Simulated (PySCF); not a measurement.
This script is equivalent to a calculation on C(2+) (carbon, charge +2).

```python
from pyscf import gto, scf, dft, mp, cc
import basis_set_exchange as bse
mol = gto.M(atom="C 0 0 0", charge=2, spin=0, symmetry="D2h",
            basis=gto.basis.parse(bse.get_basis("aug-cc-pCVTZ-DK", elements=["C"], fmt="nwchem", augment_diffuse=1)),
            nucmod="G")
mf = dft.UKS(mol, xc="BLYP").sfx2c1e()
mf.irrep_nelec = {'Ag': (2, 2)}
mf.kernel()
```

Problem. What total energy does it give?

Solution. -36.529 hartree (calculated).

Problem. Which occupied shell lies highest, and where?

Solution. 2s, at -40.297 eV.
